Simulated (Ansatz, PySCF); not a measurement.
Gas-phase reaction (SMILES): C#C[Si](C#C)(C#C)C#C + 16 [H][H] (H2) -> 8 C (CH4) + [SiH4] (SiH4); energy of full hydrogenation.

Each molecule is optimised on its own at B3LYP-D3(BJ)/def2-TZVP (Ansatz, a first-principles code). Correlated levels leave the core frozen unless marked. No spin-orbit coupling. No relativistic terms. CBS marks a two-point X^-3 extrapolation of the correlation energy; Hartree-Fock from the larger set. Thermal terms are rigid-rotor harmonic-oscillator values from B3LYP-D3(BJ) frequencies (Ansatz or PySCF) at 298.15 K and 1 atm. 1 Eh = 627.5095 kcal/mol.

| species | E, CCSD(T)/CBS(cc-pV(T+d)Z,cc-pV(Q+d)Z) (Ansatz) (Eh) | E, wB97X-V/def2-TZVPD (Ansatz) (Eh) | H - E (Eh) |
|---|---|---|---|
| C#C[Si](C#C)(C#C)C#C | -595.67251 | -596.49740 | 0.08947 |
| [H][H] (H2) | -1.17450 | -1.17238 | 0.01336 |
| C (CH4) | -40.45816 | -40.51531 | 0.04840 |
| [SiH4] (SiH4) | -291.45815 | -291.83995 | 0.03520 |

Problem. Work out ΔE and ΔH at 298.15 K at the first level, then ΔH at the second.

Solution. 
1. ΔE = [8×(-40.45816) + (-291.45815)] - [(-595.67251) + 16×(-1.17450)] = -0.65892 Eh = -413.5 kcal/mol at CCSD(T)/CBS(cc-pV(T+d)Z,cc-pV(Q+d)Z).
2. The terms H - E add up to 0.11917 Eh, so ΔH = (-0.65892 + (0.11917))×627.5095 = -338.7 kcal/mol.
3. At wB97X-V/def2-TZVPD the same steps give ΔE = -443.6 and ΔH = -368.8 kcal/mol, a shift of -30.1 from the first level.
4. These values are not checked against measurement here, since the tables used lack a sound gas-phase enthalpy of formation for at least one species.
